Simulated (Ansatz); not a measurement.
`BC(B)[SiH3]` + H₂ → `BC[SiH3]` + BH₃ at 500 K and 1 bar (hydrogenolysis of a C–B bond).

Calculated with Ansatz (gas phase, PBE0-D4/def2-TZVP geometries, no zero-point term in ΔE). CCSD(T)/CBS is the MP2 limit (def2-TZVPP, def2-QZVPP) plus CCSD(T) − MP2 in def2-TZVPP, frozen cores. This one scheme is used for every species.

```
      species  CCSD(T)/CBS energy (Eh)  H − E (kJ/mol)  S (J/(mol·K))
`BC(B)[SiH3]`               -381.50288           268.8          397.7
           H₂                 -1.17544            41.0          145.5
   `BC[SiH3]`               -356.11784           228.6          357.7
          BH₃                -26.55200            86.8          208.8
```

H − E and S are ideal-gas, rigid-rotor, harmonic terms from PBE0-D4/def2-TZVP, for one conformer and one mirror image of each species. The MP2-based limit puts H₂ 0.8 mEh under its directly extrapolated value; such offsets cancel only in part. 1 Eh = 2625.50 kJ/mol, R = 8.31446 J/(mol·K).

By hand: ΔE, ΔH, ΔS and ΔG.

ΔE = (-356.11784) + (-26.55200) − (-381.50288) − (-1.17544) = 0.00848 Eh = 22.3 kJ/mol. Δ(H − E) = 228.6 + 86.8 − 268.8 − 41.0 = 5.6, so ΔH = 27.9 kJ/mol. ΔS = 357.7 + 208.8 − 397.7 − 145.5 = 23.3 J/(mol·K). ΔG = 27.9 − 500 × (23.3)/1000 = 16.2 kJ/mol.

By hand: the equilibrium constant, and the temperature at which ΔG would vanish if ΔH and ΔS stayed fixed.

log₁₀ K = −ΔG/(RT ln 10) = -1.7. ΔG = 0 at ΔH/ΔS = 1197 K.

TΔS isn't small against ΔH here. A doubt of 5 kJ/mol in ΔE shifts log₁₀ K by 0.5 here. Other conformers and mirror images would add mixing entropy, several J/(mol·K) or more a flexible species. These are equilibria of isolated gas molecules and say nothing of rates. Largest T1 diagnostic: 0.012 (customary marks: 0.02 for closed shells, 0.045 for open ones).
